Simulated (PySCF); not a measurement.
LaO (SMILES [O]=[La]), doublet, geometry from GFN2-xTB (such geometries of metal compounds can be far from the true shape) (core potentials on La). Base run: PySCF with HF/def2-SVP.

Input for PySCF:
```python
from pyscf import gto, scf

mol = gto.M(
    atom='''
La   -0.000000   -0.000000   -0.248835
O     0.000000    0.000000    1.772953
''',
    basis='def2-svp',
    ecp={'La': 'def2-svp'},
    charge=0,
    spin=1,
    verbose=4,
)

mf = scf.UHF(mol)
mf.kernel()
```

The base run was repeated with changes; each row names its change, and settings that it needs were set with it.

```tsv
change	basis functions	E (Eh)	HOMO (eV)	dipole (D)
base	46	-105.93444	-5.32	5.44
basis = x2c-SVPall; relativity = spin-free X2C (without ecp={'La': 'def2-svp'})	80	-8564.22001	-5.46	5.59
basis = ANO-RCC-VDZP; relativity = none (without ecp={'La': 'def2-svp'})	82	-7913.51389	-7.34	7.93
basis = x2c-TZVPall; relativity = spin-free X2C (without ecp={'La': 'def2-svp'})	112	-8564.60022	-5.46	5.39
basis = x2c-TZVPall; relativity = none (without ecp={'La': 'def2-svp'})	112	-8178.08544	-4.98	3.72
basis = x2c-TZVPall; relativity = spin-free X2C; nucleus = Gaussian (with nucmod='G'; without ecp={'La': 'def2-svp'})	112	-8564.27018	-5.46	5.39
basis = x2c-SVPall; relativity = spin-free X2C; nucleus = Gaussian (with nucmod='G'; without ecp={'La': 'def2-svp'})	80	-8563.91375	-5.46	5.59
basis = x2c-SVPall; relativity = none (without ecp={'La': 'def2-svp'})	80	-7975.53903	-4.14	0.97
basis = ANO-RCC-VDZP; relativity = spin-free X2C (without ecp={'La': 'def2-svp'})	82	-8564.31399	-5.56	5.86
basis = ANO-RCC-VDZP; relativity = spin-free X2C; nucleus = Gaussian (with nucmod='G'; without ecp={'La': 'def2-svp'})	82	-8563.92992	-5.56	5.86
```

Total energies compare only within one method and basis.

Open shells are given as the SCF converged; they aren't shown to be the lowest states, and a large step between rows can be another state.

Basis sets contracted for a relativistic Hamiltonian are a mismatch without it, so the rows without relativity aren't non-relativistic limits. No row has spin-orbit coupling; sets with core potentials leave out the core electrons.
